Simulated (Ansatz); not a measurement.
Job for Ansatz (a program for electronic structure): R-CCSD(T)/aug-cc-pV(T+d)Z on HCl (SMILES Cl) with ghost functions. Files ending in .json are basis or fitting sets from the Basis Set Exchange.

Ansatz 0.2 input:
```yaml
crystal:
  periodic: [false, false, false]
  atoms:
    - {symbol: Cl, position_ang: [-0.34072141, -1.53255421, -0.63115343]}
    - {symbol: H, position_ang: [-0.27153273, -0.80216449, 0.43500010]}
basis:
  gaussian:
    orbitals: aug-cc-pV_T+d_Z.json
    ghost_atoms:
      - {symbol: C, position_ang: [-0.10278605, 0.99551745, 3.05019412]}
      - {symbol: N, position_ang: [-0.16310760, 0.34697049, 2.10989060]}
      - {symbol: H, position_ang: [-0.04639318, 1.60010089, 3.92788695]}
magnetization: {spin_polarized: false}
correlation: {method: ccsd_t, electrons: outside_noble_gas}
scf: {lower_state_search: off}
```

Q: Give the final energy of this run.

A: -460.3459 hartree (reference determinant -460.1082, T1 diagnostic 0.006).

Q: How many basis functions does it have, and what does it roughly cost on one machine?

A: 193 functions; about 28 core-seconds (a rough figure).
